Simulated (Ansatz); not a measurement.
Geometry optimisation, RKS LDA/def2-SVP (Ansatz).

input.yaml

```yaml
crystal:
  periodic: [false, false, false]
  atoms:
    - { symbol: Hf, position_ang: [0.0, 0.0, 0.0] }
    - { symbol: F, position_ang: [0.0, 0.0, 2.33] }
    - { symbol: O, position_ang: [1.952, 0.0, -0.6893] }
    - { symbol: H, position_ang: [2.2684, -0.9521, -0.806] }
    - { symbol: Cl, position_ang: [-1.1869, 2.0563, -0.8392] }
    - { symbol: Cl, position_ang: [-1.1869, -2.0563, -0.8392] }
    - { symbol: "N", position_ang: [-2.382, 0.0, 0.7915] }
    - { symbol: H, position_ang: [-3.102, -0.6071, 0.3052] }
    - { symbol: H, position_ang: [-2.6678, 0.6071, 1.612] }
    - { symbol: H, position_ang: [-1.3611, 0.0, 1.9863] }
basis:
  gaussian: { orbitals: def2-SVP }
hamiltonian:
  xc: lda
relax:
  f_tol: 0.15
  max_steps: 25
  restrain:
    - { distance: [0, 6], at: 3.41, k: 30.0 }
    - { distance: [9, 1], at: 2.12, k: 30.0 }
    - { distance: [0, 1], at: 1.98, k: 30.0 }
    - { distance: [9, 6], at: 1.06, k: 30.0 }
```

Command:

```bash
$ ansatz run input.yaml --threads 4 --pin off --max-ram 5120MiB --backend cpu --events-out ev --progress --plain --runs-dir out
```

Where does it end, and by what steps?

The run converged. The restraints hold the end off the free minimum. After 10 steps the energy has fallen by 4.268 eV (the restraints' own energy left out); N7 moved furthest, 0.91 Å. Parted: Hf1–N7 (2.51 → 3.40 Å). Joined: N7–H10 (1.57 → 1.04 Å).

| step | energy less start (eV) | largest force component (eV/Å) | accepted |
| --- | --- | --- | --- |
| 0 | 0.0000 | 3.275 | yes |
| 1 | -0.3320 | 5.019 | yes |
| 2 | -1.1419 | 6.724 | yes |
| 3 | -2.5283 | 5.840 | yes |
| 4 | -3.5484 | 2.459 | yes |
| 5 | -3.8618 | 1.769 | yes |
| 6 | -3.9698 | 2.176 | yes |
| 7 | -4.1834 | 0.938 | yes |
| 8 | -4.2443 | 1.298 | yes |
| 9 | -4.2648 | 1.016 | yes |
| 10 | -4.2683 | 1.146 | yes |

```xyz
10
Properties=species:S:1:pos:R:3
Hf 0.091 -0.135 -0.086
F 0.111 -0.260 1.858
O 1.878 -0.301 -0.653
H 2.793 -0.391 -0.958
Cl -0.658 1.951 -0.835
Cl -1.085 -1.902 -1.073
N -2.881 0.022 1.553
H -3.026 -0.762 0.906
H -2.896 0.919 1.052
H -1.993 -0.093 2.087
```

The run took 11 s on 4 threads of Intel(R) Xeon(R) 6975P-C (Granite Rapids) (shared host), peak memory 0.21 GiB.
